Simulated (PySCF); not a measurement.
# Vanadium: a sound run and one with changed settings

Sound run: V [Ar] 3d3 4s2, V+ [Ar] 3d4. Calculation: PySCF 2.14, in aug-cc-pVDZ-DK (7s6p4d2f, 59 functions); scalar relativity by spin-free X2C-1e. The sound run starts from symmetry-adapted Hartree-Fock orbitals and uses a fine grid where one is needed.

Changed run: initial guess minao, at most 50 SCF cycles, level shift 2.0 hartree.

```json
{"species": "V", "method": "UHF", "sound run (hartree)": "-948.14019", "changed run (hartree)": "-948.14019", "converged": "no"}
{"species": "V", "method": "r2SCAN", "sound run (hartree)": "-949.13621", "changed run (hartree)": "-949.13621", "converged": "no"}
{"species": "V", "method": "M06-L", "sound run (hartree)": "-949.11572", "changed run (hartree)": "-949.11572", "converged": "no"}
{"species": "V+", "method": "UHF", "sound run (hartree)": "-947.91381", "changed run (hartree)": "-947.92960", "converged": "yes"}
{"species": "V+", "method": "r2SCAN", "sound run (hartree)": "-948.90085", "changed run (hartree)": "-948.89433", "converged": "no"}
{"species": "V+", "method": "M06-L", "sound run (hartree)": "-948.88134", "changed run (hartree)": "-948.85089", "converged": "no"}
```

The plain start fixes occupations by D2h representation alone, and V+ at UHF landed in another state (other ⟨L²⟩ or ⟨S²⟩). A level shift slows the SCF but leaves a converged energy unchanged.
